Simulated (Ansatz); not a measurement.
Total energies of InCl2(NH2) (InNCl2H2) from Ansatz at r2SCAN-D4/def2-TZVP, gas phase (1 Eh = 27.2114 eV = 2625.5 kJ/mol). The reference geometry is relaxed at PBE0-D4/def2-SVP.

| state | geometry | energy (Eh) |
| --- | --- | --- |
| charge 0 singlet | reference | -1166.64013 |
| charge 1 doublet | reference | -1166.27608 |
| free In atom (doublet) | – | -190.18147 |
| free Cl atom (doublet) | – | -460.11688 |
| free N atom (quartet) | – | -54.58101 |
| free H atom (doublet) | – | -0.49993 |

In the def2 sets In takes a core potential; there is no spin–orbit coupling.

(1) Work out the vertical ionisation energy to the doublet.

(2) What is the binding energy per atom against free atoms?

(1) E(charge 1 doublet) − E(charge 0 singlet) = -1166.27608 − (-1166.64013) = 0.36405 Eh = 9.91 eV. For comparison, −ε of the highest occupied level is 7.05 eV at this level, 2.86 eV less.

(2) Atoms: 1 × (-190.18147) + 2 × (-460.11688) + 1 × (-54.58101) + 2 × (-0.49993) = -1165.99610 Eh. Binding: -1165.99610 − (-1166.64013) = 0.64403 Eh = 17.52 eV, or 2.92 eV for each of 6 atoms (no zero-point energy, no counterpoise term).
